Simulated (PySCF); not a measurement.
## Radial density of Be (beryllium, neutral)

HSE06, [He] 2s2, closed-shell 1S. Computed with PySCF 2.14 in aug-cc-pVQZ-DK (6s5p4d3f2g, 80 functions), with scalar relativity by spin-free X2C-1e.

| r (bohr) | 4πr²ρ (e/bohr) |
| --- | --- |
| 0.00630 | 0.01711 |
| 0.0106 | 0.04635 |
| 0.0178 | 0.1233 |
| 0.0300 | 0.3156 |
| 0.0504 | 0.7582 |
| 0.0848 | 1.633 |
| 0.143 | 2.940 |
| 0.240 | 3.945 |
| 0.404 | 3.275 |
| 0.679 | 1.285 |
| 1.14 | 0.5017 |
| 1.92 | 0.8015 |
| 3.23 | 0.4748 |
| 5.43 | 0.05341 |
| 9.14 | 0.0006294 |

Densities and radii are taken from the X2C orbitals without a picture-change correction, which distorts them close to the nucleus.
